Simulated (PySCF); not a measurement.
## Levels of P(4+) from EOM-EA-GCCSD

Reference: closed-shell P(5+), [Ne]; one electron is added. Calculated with PySCF 2.14, two-component X2C-1e with screened spin-orbit coupling, an uncontracted even-tempered set (19 s from 0.079 bohr⁻², ratio 2.6; 13 p from 0.1 bohr⁻², ratio 2.6; 7 d from 0.11 bohr⁻², ratio 2.8; 3 f from 7.9 bohr⁻², ratio 2.8); frozen 1s2; the 50 highest virtual spinors dropped; of the others 44 kept and the rest restored at second order. No Breit or QED terms. Binding energies in eV.

| level | Koopmans | second order | EOM-CCSD |
| --- | --- | --- | --- |
| 3s1/2 | 64.539 | 64.962 | 64.966 |
| 3p1/2 | 53.616 | 53.955 | 53.961 |
| 3p3/2 | 53.513 | 53.850 | 53.856 |
| 3d3/2 | 39.361 | 39.509 | 39.514 |
| 3d5/2 | 39.360 | 39.507 | 39.512 |

Electric-dipole lines between these computed levels:

```
lower  upper  ΔE (eV)  vacuum wavelength (nm)
3s1/2  3p1/2   11.005                   112.7
3s1/2  3p3/2   11.110                   111.6
3p1/2  3d3/2   14.447                   85.82
3p3/2  3d3/2   14.342                   86.45
3p3/2  3d5/2   14.343                   86.44
```

Quantum defects δ = n − Z_c √(13.6057 eV / E) with Z_c = 5: 3s1/2 0.712, 3p1/2 0.489, 3p3/2 0.487, 3d3/2 0.066, 3d5/2 0.066.

For comparison, the ionisation energy of P(4+) is 65.025 eV (measured; NIST Atomic Spectra Database, ionization energies).

Only part of the computed levels is shown.

The screened spin-orbit operator tends to give fine-structure splittings of light species too large.

The highest levels are limited by the diffuse functions of the basis.
